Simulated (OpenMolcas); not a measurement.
An atom or ion with 12 electrons was computed by SS-RASPT2, IPEA 0.25 Eh, imaginary shift 0.1 Eh with spin-orbit coupling (OpenMolcas, ANO-RCC-VQZP, DKH2). The lowest levels that the run gave, each within 12 % of the measured value where one is at hand:

```
J  Parity  E (eV)      g
0    even  0.0000       
0     odd   4.588       
1     odd   4.594  1.501
2     odd   4.607  1.501
1     odd   7.409  1.000
```

Problem. Which ion is it, and what are the configurations and terms?

Solution. Al+ (Z = 13, charge +1; active space 2 electrons in 9 orbitals (RAS2 3s 3p; RAS3 3d, at most 2 electrons)). J, parity and g give the terms where levels are pure, and mixed ones are named by the computed weights; the size of the splittings, set against known spectra of the 12-electron sequence, gives the charge. In order, with the measured energies in eV (NIST Handbook of Basic Atomic Spectroscopic Data): 3s2 1S0, 3s 3p 3P* 0 (4.6361), 3s 3p 3P* 1 (4.6437), 3s 3p 3P* 2 (4.6591), 3s 3p 1P* 1 (7.4207).

Active for correlation alone: 3d; no level in the range computed is led by a configuration that fills it, so any true level of that kind is missing. Measured partners are found by configuration, term and J. A level has none where our copy of the source lacks it or the pairing is in doubt (some pairs that miss far off the trend of their configuration count as doubtful), and it then counts in no deviation. Levels of configurations outside the active space are missing.

* marks odd parity.
